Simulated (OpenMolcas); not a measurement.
## Ni4+: from CASSCF to CASPT2

```
Program             : OpenMolcas
Basis               : ANO-RCC-VTZP [6s5p3d2f1g]
Scalar Hamiltonian  : DKH2, point nucleus
Active space        : 6 electrons in 5 orbitals (3d)
State averaging     : 2S+1 = 5 even, 5 roots; 2S+1 = 3 even, 45 roots kept (CI in the orbitals of an earlier block); 2S+1 = 1 even, 50 roots kept (CI in the orbitals of an earlier block)
Spin-orbit coupling : RASSI with atomic mean-field integrals over the reference wave functions, term energies averaged over their components
```

Methods on the same reference wave functions:
A. CASSCF
B. SS-CASPT2, IPEA 0.25 Eh, imaginary shift 0.1 Eh (closed shells correlated: 3s 3p)
C. MS-CASPT2, IPEA 0.25 Eh, imaginary shift 0.1 Eh (closed shells correlated: 3s 3p)

Energies in cm⁻¹ above 3d⁶ ⁵D₄, the measured ground level; measured values from Corliss and Sugar, J. Phys. Chem. Ref. Data 10, 197 (1981).

```csv
Level,A,B,C,Measured
3d⁶ ⁵D₄,0.0,0.0,0.0,0.0
3d⁶ ⁵D₃,852,857,857,890
3d⁶ ⁵D₂,1444,1441,1442,1490
3d⁶ ⁵D₁,1822,1814,1815,1872
3d⁶ ⁵D₀,2008,1996,1997,2058
3d⁶ ³H₆,29556,28070,28070,27111
3d⁶ ³H₅,29980,28460,28460,27578
3d⁶ ³H₄,30277,28690,28690,27859
3d⁶ ³P₂(1),32198,26700,26700,26153
3d⁶ ³F₄(1),33787,29920,29910,29124
3d⁶ ³F₃(1),34282,30320,30320,29571
3d⁶ ³F₂(1),34657,30640,30650,29899
3d⁶ ³P₁(1),34708,29220,29210,28698
3d⁶ ³P₀(1),35691,30200,30190,29640
3d⁶ ³G₅,37337,34240,34240,33256
3d⁶ ³G₄,38170,35010,35010,34062
3d⁶ ³G₃,38494,35310,35310,34416
3d⁶ ¹I₆,44668,42800,42800,41252
3d⁶ ¹G₄(1),47292,43890,43890,42208
3d⁶ ³D₁,48248,42630,42630,41701
3d⁶ ³D₂,48271,42620,42620,41627
3d⁶ ³D₃,48519,42900,42900,41920
3d⁶ ¹S₀(1),54926,49090,49060,47700
3d⁶ ¹D₂(1),58630,50410,50410,48607
```

Deviations, from unrounded energies. A percentage is the sum of absolute deviations over the sum of measured energies, with the sign that they share, or ± where signs differ.

| Against measurement | Levels | A | B | C |
| --- | --- | --- | --- | --- |
| mean absolute deviation (cm-1) | 23 | 4200 | 820 | 820 |
| fine structure of the ground term (%) | 4 | -2.9 | -3.2 | -3.1 |
| other terms of the ground configuration (%) | 19 | +14.7 | +2.8 | +2.8 |

B, C lie about equally close to measurement and A furthest from it. The largest miss of C in the table is 3d⁶ ¹D₂(1), by +1800 cm-1. The ranking rests on the paired levels alone, and a cruder setting can come out closer through cancelling errors.

Between B and C the level of the table that moves most is 3d⁶ ¹S₀(1), by 30 cm-1 (lowest in C, highest in B). Moves below CASPT2's spread within the term are not significant.

The two smallest mean deviations differ by little beside CASPT2's spread within terms, so their order carries little weight.

From A to B the spin-free energies of the other terms of 3d⁶ shown, above ⁵D, scale by factors of 0.83 to 0.96, as is usual when dynamic correlation screens the repulsion within a d or f shell.

The lowest spin-free term lies below A's lowest term by 0.456 hartree in B, 0.456 hartree in C.

Term energies are means over components that CASPT2 splits; among the terms shown or strongly mixed into the levels shown the widest spread is 1000 cm-1 (3d⁶ ¹I, C). Terms from blocks run as CI alone lack orbitals of their own. Without dynamic correlation excited terms often stand tens of per cent too high (terms of higher spin than the ground term too low), and those without a measured partner can miss by more than the paired ones (holds for A). The CASPT2 spread within a term exceeds the gap to the next term for 3d⁶ ¹I and 3d⁶ ³D, so the order of their levels is uncertain (holds for B; C). Measured partners are found by configuration, term and J. A level has none where our copy of the source lacks it or the pairing is in doubt (some pairs that miss far off the trend of their configuration count as doubtful), and it then counts in no deviation. Levels of configurations outside the active space are missing. The table leaves out levels that lie high or whose names do not pair safely across all columns.

A number in round brackets counts repeated terms of one configuration in the order of the reference energies.
